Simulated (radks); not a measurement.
Task: The mean radii <r> (bohr) of the occupied orbitals of an atom or ion are listed with their occupations. All-electron calculation, scalar-relativistic Kohn-Sham, LDA (Slater exchange, Perdew-Wang correlation), spin-polarised, spherical densities, finite nucleus; Fermi nuclear charge, rms radius of each element as measured or else 0.836 A^(1/3) + 0.57 fm. Program: a radial shooting solver on a logarithmic mesh with Libxc functionals.

| orbital | occ. | <r> |
|---|---|---|
| 1s up | 1 | 0.02908 |
| 1s down | 1 | 0.02908 |
| 2s up | 1 | 0.1256 |
| 2s down | 1 | 0.1256 |
| 2p up | 3 | 0.1096 |
| 2p down | 3 | 0.1096 |
| 3s up | 1 | 0.3400 |
| 3s down | 1 | 0.3399 |
| 3p up | 3 | 0.3381 |
| 3p down | 3 | 0.3381 |
| 3d up | 5 | 0.3148 |
| 3d down | 5 | 0.3148 |
| 4s up | 1 | 0.8183 |
| 4s down | 1 | 0.8180 |
| 4p up | 3 | 0.8854 |
| 4p down | 3 | 0.8844 |
| 4d up | 5 | 1.092 |
| 4d down | 5 | 1.082 |
| 5p up | 2 | 2.736 |
| 5d up | 2 | 5.277 |

Name the element and its charge. Open shells, if any, are filled with parallel spins first.

Result: Z = 50, tin, charge 0: Sn in [Kr] 4d10 5p2 5d2. The 1s radius gives Z: for a bare nucleus <r> = (2 gamma + 1)/(2Z) with gamma = sqrt(1 - (Z/c)^2), 0.02862 bohr for Z = 50, and screening makes it slightly larger (0.02908 here). The occupations add up to 50, and the charge is Z minus that.
